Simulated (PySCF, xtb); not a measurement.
TaF4, SMILES [F][Ta]([F])([F])[F] (connectivity only; charge and spin as stated), neutral, multiplicity 2.

Harmonic wavenumbers (cm⁻¹) from GFN2-xTB (xtb) at its own minimum, in rising order: 100, 125, 166, 166, 230, 396, 444, 466, 467.

### Question
What does B3LYP-D3(BJ)/def2-SVP (PySCF 2.14.0) give at its own minimum? (Estimate from the structure and the level; the computed values follow.)

### Answer
155, 155, 160, 171, 230, 682, 697, 697, 707. Paired by order, the mean absolute difference is 123 cm⁻¹ and the zero-point energies are 3.7 and 5.2 kcal/mol.
